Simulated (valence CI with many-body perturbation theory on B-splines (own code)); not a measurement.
## Tb15+: E2, M1 decay

Computed by configuration interaction combined with many-body perturbation theory (CI+MBPT): four valence electrons over a frozen Dirac-Fock core [Kr] 4d10, radial functions for each j: 8 s, 8 p, 9 d, 9 f, 6 g, 3 h, 2 i, with the one-electron correlation potential Σ1 (screened to all orders), the two-electron term Σ2, the three-electron term Σ3, Breit, model QED; selected single and double excitations, second order for the rest, scaled by the run's own slope (own B-spline code, finite nucleus).

No measured spectrum was set against this ion. As an estimate, terms of the open shell hold to a few per cent of their energy, and close levels can change places; configurations with another count of f electrons can be misplaced by thousands of cm⁻¹. Core correlation moves these levels by up to 49000 cm⁻¹, and in measured spectra 5 to 20 % of such shifts remained as error; rates that hang on mixing are uncertain with them.

Lines 51 to 100 of 118 in falling wavelength, among levels below 8.091 eV, chosen from the decays that carry over 1 % of a level's rate. Wavelengths and rates use the calculated energies, so an error of 2000 cm⁻¹ moves a line at 958.2 nm by 19 % and its rate by three times that or more. Electric multipoles are in the length gauge, E1 and E2 with the static RPA response of the core. Weak lines are less certain than strong ones. Lines between different terms over intervals too small for the method are left out, as are lines whose strength nearly cancels. Where a level lies close to another of its J and parity, the split of strength between their lines is uncertain.

Names give the largest LS component (configuration and term), which can be under half, so a name can repeat, a term be missing and a line seem to break the LS rules; names also repeat where a configuration has a term twice. Letters in brackets count levels of one name in rising energy.

| λ vac (nm) | Upper | Lower | Type | A (s⁻¹) | Branch % |
| --- | --- | --- | --- | --- | --- |
| 958.2 | 4f⁴ ³L_7 | 4f⁴ ³K_7 | M1 | 7.10e+00 | 24.1 |
| 927.4 | 4f⁴ ⁵G_4 | 4f⁴ ⁵F_4 | M1 | 1.77e+00 | 6.4 |
| 926.9 | 4f⁴ ³L_9 | 4f⁴ ³K_8 | M1 | 9.39e+00 | 85.8 |
| 888.5 | 4f⁴ ³P_1 | 4f⁴ ⁵G_2 | M1 | 5.50e-01 | 2.1 |
| 877.5 | 4f⁴ ⁵G_5 | 4f⁴ ⁵F_5 | M1 | 9.80e-01 | 4.2 |
| 828.9 | 4f⁴ ⁵G_6 | 4f⁴ ⁵F_5 | M1 | 3.26e+00 | 16.5 |
| 794.6 | 4f⁴ ³L_8 | 4f⁴ ³K_7 | M1 | 9.34e-01 | 4.7 |
| 768.8 | 4f⁴ ³L_7 | 4f⁴ ³K_6 | M1 | 1.53e+01 | 52.1 |
| 747.8 | 4f⁴ ³M_8 | 4f⁴ ³K_7 | M1 | 1.11e+01 | 75.3 |
| 732.7 | 4f⁴ ³D_2 | 4f⁴ ⁵S_2 | M1 | 8.78e+00 | 27.1 |
| 722.2 | 4f⁴ ³D_3 | 4f⁴ ⁵G_3 | M1 | 1.71e+00 | 10.1 |
| 717.6 | 4f⁴ ³G_3 | 4f⁴ ⁵F_3 | M1 | 4.72e+00 | 26.1 |
| 681.0 | 4f⁴ ¹D_2 [a] | 4f⁴ ⁵G_2 | M1 | 4.25e-01 | 1.6 |
| 676.8 | 4f⁴ ³G_4 | 4f⁴ ³H_4 | M1 | 1.76e+01 | 36.6 |
| 673.8 | 4f⁴ ³D_2 | 4f⁴ ⁵F_3 | M1 | 1.33e+01 | 41.0 |
| 654.7 | 4f⁴ ³D_3 | 4f⁴ ³H_4 | M1 | 3.31e+00 | 19.6 |
| 650.2 | 4f⁴ ³G_4 | 4f⁴ ⁵F_5 | M1 | 4.18e+00 | 8.7 |
| 618.3 | 4f⁴ ³G_3 | 4f⁴ ⁵F_2 | M1 | 2.90e+00 | 16.1 |
| 615.5 | 4f⁴ ³P_1 | 4f⁴ ⁵S_2 | M1 | 1.25e+01 | 46.5 |
| 585.4 | 4f⁴ ³D_2 | 4f⁴ ⁵F_2 | M1 | 7.46e-01 | 2.3 |
| 564.2 | 4f⁴ ³D_2 | 4f⁴ ⁵F_1 | M1 | 7.47e+00 | 23.0 |
| 511.5 | 4f⁴ ³D_3 | 4f⁴ ⁵F_4 | M1 | 6.38e+00 | 37.8 |
| 508.2 | 4f⁴ ¹D_2 [a] | 4f⁴ ⁵S_2 | M1 | 1.18e+01 | 43.8 |
| 508.1 | 4f⁴ ³P_1 | 4f⁴ ⁵F_2 | M1 | 3.07e+00 | 11.5 |
| 504.9 | 4f⁴ ³D_3 | 4f⁴ ⁵S_2 | M1 | 1.58e+00 | 9.3 |
| 501.4 | 4f⁴ ³K_8 | 4f⁴ ⁵I_8 | M1 | 2.06e+01 | 67.1 |
| 492.1 | 4f⁴ ³P_1 | 4f⁴ ⁵F_1 | M1 | 1.03e+01 | 38.3 |
| 487.7 | 4f⁴ ³G_4 | 4f⁴ ⁵F_3 | M1 | 5.14e+00 | 10.7 |
| 485.0 | 4f⁴ ³K_7 | 4f⁴ ⁵I_7 | M1 | 1.37e+01 | 43.9 |
| 479.2 | 4f⁴ ¹D_2 [a] | 4f⁴ ⁵F_3 | M1 | 1.99e+00 | 7.4 |
| 476.2 | 4f⁴ ³D_3 | 4f⁴ ⁵F_3 | M1 | 3.57e-01 | 2.1 |
| 456.3 | 4f⁴ ³K_6 | 4f⁴ ⁵I_6 | M1 | 6.77e+00 | 28.1 |
| 432.7 | 4f⁴ ¹D_2 [a] | 4f⁴ ⁵F_2 | M1 | 1.18e+00 | 4.4 |
| 426.9 | 4f⁴ ⁵F_5 | 4f⁴ ⁵I_6 | M1 | 1.34e+00 | 34.2 |
| 425.0 | 4f⁴ ³P_0 | 4f⁴ ⁵F_1 | M1 | 2.06e+00 | 68.1 |
| 423.3 | 4f⁴ ⁵F_4 | 4f⁴ ⁵I_5 | M1 | 2.97e+00 | 28.3 |
| 422.4 | 4f⁴ ⁵F_2 | 4f⁴ ⁵I_4 | E2 | 5.59e-04 | 3.6 |
| 421.1 | 4f⁴ ³K_8 | 4f⁴ ⁵I_7 | M1 | 9.48e+00 | 30.9 |
| 421.0 | 4f⁴ ¹D_2 [a] | 4f⁴ ⁵F_1 | M1 | 1.07e+01 | 39.8 |
| 408.4 | 4f⁴ ³K_7 | 4f⁴ ⁵I_6 | M1 | 1.70e+01 | 54.8 |
| 387.8 | 4f⁴ ³K_6 | 4f⁴ ⁵I_5 | M1 | 1.73e+01 | 71.6 |
| 385.9 | 4f⁴ ⁵F_3 | 4f⁴ ⁵I_4 | M1 | 7.35e-02 | 10.1 |
| 366.3 | 4f⁴ ⁵F_5 | 4f⁴ ⁵I_5 | M1 | 1.21e+00 | 30.8 |
| 365.4 | 4f⁴ ⁵F_4 | 4f⁴ ⁵I_4 | M1 | 7.40e+00 | 70.6 |
| 358.4 | 4f⁴ ³H_4 | 4f⁴ ⁵I_5 | M1 | 1.33e+01 | 33.7 |
| 341.0 | 4f⁴ ⁵G_3 | 4f⁴ ⁵I_5 | E2 | 7.28e-02 | 1.9 |
| 340.1 | 4f⁴ ³L_8 | 4f⁴ ⁵I_8 | M1 | 5.74e+00 | 28.8 |
| 339.1 | 4f⁴ ³H_5 | 4f⁴ ⁵I_6 | M1 | 1.73e+01 | 50.7 |
| 331.2 | 4f⁴ ³M_8 | 4f⁴ ⁵I_8 | M1 | 2.06e-01 | 1.4 |
| 325.4 | 4f⁴ ³L_9 | 4f⁴ ⁵I_8 | M1 | 1.51e+00 | 13.8 |
